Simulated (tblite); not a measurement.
Run record: tight-binding relaxation, `COC1=CC[C@H](Br)[SiH2]1`.

Computed with GFN2-xTB geometry optimisation, gas phase (tblite 0.8.0). Start geometry: from a force field or distance geometry. A driver script takes a list of jobs; this job's settings line and coordinates (Å) are shown.

Command:
```bash
OMP_NUM_THREADS=1 python probes_run.py task.json out
```

Input:
```
{"job": {"kind": "relax", "xc": "GFN2-xTB", "basis": "xTB"}, "charge": 0, "multiplicity": 1}
C      2.755800    -0.487500    -0.673200
O      1.435300    -0.933000    -1.026800
C      0.306300    -0.322500    -0.517200
C      0.093700     0.934100    -0.164100
C     -1.225700     1.257800     0.329900
C     -1.941300     0.095400     0.966400
Br    -1.175100    -0.266300     2.722000
Si    -1.312000    -1.215100    -0.244800
H      3.545200    -1.098500    -1.158500
H      2.835900     0.560700    -1.079300
H      2.884200    -0.383300     0.426000
H      0.918100     1.664500    -0.221900
H     -1.888300     1.751400    -0.420700
H     -1.064200     1.985600     1.178000
H     -3.025700     0.185600     0.985500
H     -1.103300    -2.503600     0.384400
H     -2.045800    -1.213200    -1.495500
```

Output:
```
step      E/eV     max force
  0    -683.46012    3.615
  1    -683.74986    1.041
  2    -683.85817    1.011
  3    -683.97331    0.775
  4    -684.00208    0.471
  5    -684.02169    0.260
  6    -684.03548    0.315
  7    -684.04772    0.261
  8    -684.05660    0.213
  9    -684.06388    0.218
... (67 lines left out)
 77    -684.16514    0.026
 78    -684.16520    0.020
 79    -684.16526    0.020
 80    -684.16535    0.028
 81    -684.16546    0.029
 82    -684.16555    0.022
 83    -684.16561    0.013
 84    -684.16564    0.014
 85    -684.16566    0.012
 86    -684.16568    0.009
```

«max force» is the largest atomic force in eV/Å.

Q: From which step on does the largest force stay under 0.1 eV/Å, and how much energy is left to gain from there?

A: From step 43 (0.073 eV/Å), 7.7 meV above the end.

In short: energy lowered by 16.3 kcal/mol over 86 steps; largest atomic force 0.009 eV/Å at the end.

Q: Where do the atoms end?

A: 0.343 Å rms from the input after alignment:
```
atom  x, y, z in Å
C1     2.6837   -0.3314   -0.8662
O2     1.4835   -1.0668   -0.7933
C3     0.3827   -0.4177   -0.3320
C4     0.2691    0.8548    0.0588
C5    -1.0893    1.3222    0.4957
C6    -1.9773    0.1158    0.7887
Br7   -1.8336   -0.3592    2.6978
Si8   -1.2492   -1.3544   -0.2104
H9     3.4386   -1.0197   -1.2423
H10    2.5864    0.5170   -1.5518
H11    2.9813    0.0366    0.1208
H12    1.0714    1.5769    0.0691
H13   -1.5500    1.9040   -0.3120
H14   -1.0084    1.9886    1.3591
H15   -3.0317    0.3412    0.6496
H16   -1.2254   -2.5948    0.5538
H17   -1.9386   -1.5012   -1.4953
```

Q: How long does this job take on Arm Neoverse N1, one thread (shared host)?

A: About 1.2 s.
Labels such as C1 count atoms from 1, the log's own numbers from 0.
